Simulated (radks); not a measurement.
Excited configurations of the thallium ion Tl50+: one electron is placed in a higher orbital outside [Ar] 3d10 4s2. The ground configuration is [Ar] 3d10 4s2 4p1. Method: scalar-relativistic Kohn-Sham, PBEsol, spin-polarised, spherical densities, finite nucleus; open shells are filled with parallel spins first (spin-orbit coupling, left out, can overturn this in heavy ions); Fermi nuclear charge, rms radius 5.4759 fm; computed with a radial shooting solver on a logarithmic mesh with Libxc functionals. Excitation = E - E(ground); binding = E(ion) - E, where the ion is the core of charge +51; n* = 51/sqrt(2 binding) in atomic units. These energies are relativistic, and a one-electron ion of charge +51 with no core already has n* below n in this formula (scalar-relativistic equation, point nucleus: 4f 3.993, 5p 4.964, 5f 4.991, 6p 5.962, 7f 6.988). The quantum defect is therefore taken as that value minus n*, so that it holds no relativistic shift of the bare ion.

outer orbital  excitation (eV)  binding (eV)     n*  quantum defect  eigenvalue (eV)  <r> (bohr)
4f                      457.03        2357.4  3.874           0.119          -2322.6      0.3209
5p                      1108.6        1705.8  4.555           0.409          -1690.9      0.5945
5f                      1321.5        1492.9  4.869           0.122          -1476.2      0.5780
6p                      1667.0        1147.5  5.553           0.409          -1137.6      0.8914
7f                      2060.9        753.56  6.853           0.135          -746.71       1.265

The Delta-SCF ionisation energy is 2814.5 eV (NIST Atomic Spectra Database: 2925 eV, theoretical). Self-interaction in the functional shifts the binding energies and quantum defects, so they are the method's values and not measured ones. Open shells are spherical and high-spin; term and fine-structure splittings are not resolved. Spin-orbit splitting is averaged out at the scalar-relativistic level.
